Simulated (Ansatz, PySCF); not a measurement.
1,2-dihydrosiline (C5H8Si), SMILES C1=CC[SiH2]C=C1.

Geometry: B3LYP-D3(BJ)/def2-SVP. One conformer was computed; it need not be the lowest.

Vertical ionisation energy (IE) and electron affinity (EA) in eV. Rows of orbital energies are one-electron estimates. Where ΔSCF, EOM or ADC give a negative EA the extra electron is unbound and the value depends on the basis.

```
level                                                                       IE     EA
------------------------------------------------------------------------  ----  -----
−ε(HOMO), −ε(LUMO), ωB97X/def2-TZVP (PySCF)                                  ?      ?
−ε(HOMO), −ε(LUMO), PBE/def2-TZVP (PySCF)                                 5.53   2.21
ΔSCF, CAM-B3LYP/def2-SVPD (Ansatz), final states of multiplicity 2 and 2  8.46  -0.43
ΔSCF, PBE/def2-SVPD (Ansatz), final states of multiplicity 2 and 2        8.30  -0.34
```

Question: Fill in the missing entries. (Estimate from the structure and the level; the computed values follow.)

Answer: 
- −ε(HOMO), −ε(LUMO), ωB97X/def2-TZVP (PySCF), IE: 8.71
- −ε(HOMO), −ε(LUMO), ωB97X/def2-TZVP (PySCF), EA: -0.79

Question: What vertical singlet–triplet gap does ΔSCF give with CAM-B3LYP/def2-SVPD (Ansatz, a first-principles code) and with PBE/def2-SVPD (Ansatz)? (The exact figures need the calculation; the answer reports its results.)

Answer: 2.88 and 2.74 eV (triplet above singlet where positive).
